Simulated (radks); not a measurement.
Q: Dy2+, configuration [Xe] 4f9.5 6p0.5 (fractional occupations, a model configuration). All-electron calculation, Dirac Kohn-Sham, PBE, spin-unpolarised, spherical densities, finite nucleus; open shells fill j = l - 1/2 first; Fermi nuclear charge, rms radius 5.2218 fm. Program: a radial shooting solver on a logarithmic mesh with Libxc functionals. Some entries of the table are withheld. Estimate them.

orbital,occ.,eigenvalue (eV),<1/r> (bohr^-1),<r^2> (bohr^2)
1s1/2,2,-53609.24,74.55,0.0006095
2s1/2,2,-8938.375,17.86,0.009462
2p1/2,2,-8502.493,17.84,0.006846
2p3/2,4,-7702.310,15.62,0.008073
3s1/2,2,-2004.429,6.525,(1)
3p1/2,2,-1814.127,6.440,0.05827
3p3/2,4,-1647.961,5.876,0.06522
3d3/2,4,-1320.646,5.757,0.05171
3d5/2,6,-1284.363,5.618,0.05364
4s1/2,2,-411.7712,2.728,0.3170
4p1/2,2,-336.6638,2.620,0.3323
4p3/2,4,-299.4989,2.427,0.3706
4d3/2,4,-175.7644,2.206,0.4221
4d5/2,6,-169.0270,2.159,0.4373
5s1/2,2,(2),1.034,1.871
5p1/2,2,-46.0713,0.9120,2.366
5p3/2,4,-41.1638,0.8452,2.695
4f5/2,6,-22.1680,1.599,0.9116
4f7/2,3.5,-21.2577,1.576,0.9479
6p1/2,0.5,-11.8507,0.3187,17.55
6p3/2,0,-11.2361,0.3031,19.31

A: 
(1) 3s1/2 <r^2> (bohr^2): 0.06277
(2) 5s1/2 eigenvalue (eV): -66.5835
